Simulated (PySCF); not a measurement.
**Computed beside measured shifts: Benzyl(tert-butyl)(phenyl)Phosphine Oxide (C17H21OP)**

System: Benzyl(tert-butyl)(phenyl)Phosphine Oxide (C17H21OP), SMILES CC(C)(C)[P@@](=O)(Cc1ccccc1)c1ccccc1.

Atom-mapped SMILES (hydrogens are numbered by the atom that bears them): [CH3:1][C:2]([CH3:3])([CH3:4])[P@@:5](=[O:6])([CH2:7][c:8]1[cH:9][cH:10][cH:11][cH:12][cH:13]1)[c:14]1[cH:15][cH:16][cH:17][cH:18][cH:19]1

Level of theory: GIAO PBE0/pcSseg-2, gas phase, PySCF SCF with an in-house response code, fitting set def2-universal-JFIT up to Ne and JKFIT beyond, grid level 2, non-relativistic, geometry: PBE0-D3(BJ)/def2-SVP.

One optimised conformer. Values are averaged over the atoms that symmetry or fast rotation interchanges, on this one geometry and without vibrational averaging. Shifts are the reference shielding less the shielding here, at the same level (13C, 1H against isolated TMS; 17O against isolated H2O; 31P against isolated H3PO4); nuclei without a reference have shieldings only.

Question: What shifts does this level give for P5, P5, and how do they compare with measurement?

Answer: 
| atom | nucleus | computed / ppm | measured / ppm | computed less measured | measured against | medium of the measurement |
| --- | --- | --- | --- | --- | --- | --- |
| P5 | 31P | 24.2 | 46.99 | -22.8 | 85 % H3PO4 | CDCl3 |
| P5 | 31P | 24.2 | 46.2 | -22.0 | 85 % H3PO4 | chloroform-d |

Computed 19F and 31P shifts carry an offset from the reference molecule (CFCl3 is hard for DFT, lone H3PO4 or PH3 isn't the 85 % acid), so differences between compounds are more accurate than the values.

Measured values:  Exploring Novel Phosphonite Chemistry and New Bioisosteres A thesis to be submitted to The University of Nott; supporting information or article, doi 10.1039/d4gc04409f.
